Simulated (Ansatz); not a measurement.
```xyz
8

C    -0.051    0.409    1.148
Sn    0.014   -0.506   -0.762
F     1.877   -0.553   -1.234
I    -1.144    1.060   -2.587
H    -1.087    0.522    1.466
H     0.493   -0.211    1.861
H     0.420    1.388    1.073
H    -0.522   -2.108   -0.965
```

Charge 0, multiplicity 1. Sn, I: def2 effective core potential.

Question: List the ωB97M-V/def2-TZVPP orbital energies in eV (the Gaussian-basis code of Ansatz). (Estimate.)

Answer: Ansatz gave: Occupied: -676.21, -282.12, -190.71, -144.00, -136.48, -136.28, -136.27, -98.64, -98.58, -98.48, -55.38, -55.31, -55.31, -55.13, -55.13, -34.67, -32.22, -32.16, -32.10, -32.06, -31.61, -22.88, -22.02, -17.00, -14.73, -14.68, -13.67, -13.60, -13.43, -11.67, -10.99, -9.99, -9.86. Lowest empty: 0.47, 1.11, 1.53, 2.83, 3.02, 3.50, 4.05, 4.45.
